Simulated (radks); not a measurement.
Species: Ho10+. Configuration: [Kr] 4d10 4f9 5s2.

Method: scalar-relativistic Kohn-Sham, r2SCAN, spin-polarised, spherical densities, finite nucleus; open shells are filled with parallel spins first (spin-orbit coupling, left out, can overturn this in heavy ions); meta-GGA in the generalised Kohn-Sham scheme; Fermi nuclear charge, rms radius 5.2022 fm; computed with a radial shooting solver on a logarithmic mesh with Libxc functionals.

Energy parts (eV):
total: -342518.47
kinetic: 370448.14
electron-nucleus: -829535.91
Hartree: 123782.66
exchange-correlation: -7213.35

Orbitals (lengths in bohr, moments of r in powers of bohr; <r^-3> diverges for s and p1/2; r(max) is where P^2 peaks; r(90%) holds 90 % of the orbital's charge):
orbital  occ.  eigenvalue (eV)   <1/r>  <r^-3>   r(max)  r(90%)
1s up       1        -55743.73   76.04       -  0.01311  0.0376
1s down     1        -55743.75   76.04       -  0.01311  0.0376
2s up       1        -9491.000   17.70       -  0.07458   0.136
2s down     1        -9490.996   17.70       -  0.07458   0.136
2p up       3        -8425.026   16.38   13550  0.06061   0.127
2p down     3        -8425.020   16.38   13550  0.06061   0.127
3s up       1        -2262.910   6.531       -   0.2110   0.337
3s down     1        -2259.733   6.538       -   0.2109   0.336
3p up       3        -1935.448   6.104    2909   0.2075   0.342
3p down     3        -1932.274   6.112    2916   0.2074   0.342
3d up       5        -1519.459   5.779   386.3   0.1698   0.323
3d down     5        -1517.018   5.786   387.3   0.1697   0.323
4s up       1        -590.0905   2.752       -   0.4835   0.742
4s down     1        -583.4282   2.749       -   0.4835   0.743
4p up       3        -481.4165   2.528   655.7   0.5048   0.794
4p down     3        -474.8327   2.524   653.0   0.5048   0.795
4d up       5        -333.6983   2.245   74.30   0.5215   0.879
4d down     5        -327.1356   2.240   73.85   0.5215   0.882
4f up       7        -170.2178   1.809   12.12   0.5101    1.10
4f down     2        -163.8182   1.791   11.92   0.5119    1.13
5s up       1        -201.6456   1.188       -    1.067    1.59
5s down     1        -198.1427   1.171       -    1.076    1.61
5p up       0        -169.5006   1.068   136.1    1.167    1.75
5p down     0        -166.6500   1.052   130.7    1.178    1.77
6s up       0        -100.9794  0.6417       -    2.082    2.89
6s down     0         -99.2660  0.6359       -    2.110    2.93

The highest occupied level is 4f down at -163.82 eV. The configuration is held as typed, so some empty levels lie below it. The spin density at the nucleus is 4.49 e/bohr^3 (1s 0.19, 2s -0.84, 3s -22.02, 4s 8.10, 5s 19.06). The density falls to 0.001 e/bohr^3 at r = 2.28 bohr. Summed over all electrons, <r^2> = 15.70 bohr^2, which gives a Langevin (diamagnetic) susceptibility term of -12.4 x 10^-6 cm^3/mol.
